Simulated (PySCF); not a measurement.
A GIAO shielding run with PySCF (density fitting, non-relativistic, gas phase) on SMILES [SiH3]C[Si@H]1C[SiH2][SiH2]1, C2H12Si4:

```
$ OMP_NUM_THREADS=1 python probes_run.py task.json out

{"job": {"kind": "nmr", "xc": "PBE0", "basis": "pcSseg-1"}, "charge": 0, "multiplicity": 1}
Si    -2.965365    -0.338076     0.248131
C     -1.368672    -0.557823    -0.753866
Si     0.017329     0.708997    -0.419012
C      0.711687     0.506710     1.375130
Si     2.513297    -0.130185     1.088921
Si     2.147433     0.123986    -1.206885
H     -3.918361    -1.398275    -0.100154
H     -2.678824    -0.419169     1.682369
H     -3.563376     0.963032    -0.060703
H     -1.616483    -0.530143    -1.815349
H     -0.972117    -1.556414    -0.565423
H     -0.552581     2.051844    -0.641142
H      0.116358    -0.171107     1.985781
H      0.707865     1.454622     1.911828
H      2.687750    -1.478567     1.646600
H      3.498233     0.702727     1.791604
H      2.283350    -1.064801    -2.062255
H      2.943719     1.138962    -1.911511
```

Hardware: 1 thread of an Arm Neoverse N1, shared host. The job also computes population analyses, field gradients, ring-centre shieldings.

Question: How large is the calculation?

Answer: 80 electrons, 190 basis functions and 1082 auxiliary functions.

Question: How long does it take, and how much memory does it need?

Answer: 64 s of wall time, with 12 SCF cycles and 4 response iterations; peak memory 0.85 GiB. Times on a shared host scatter by some tens of per cent.
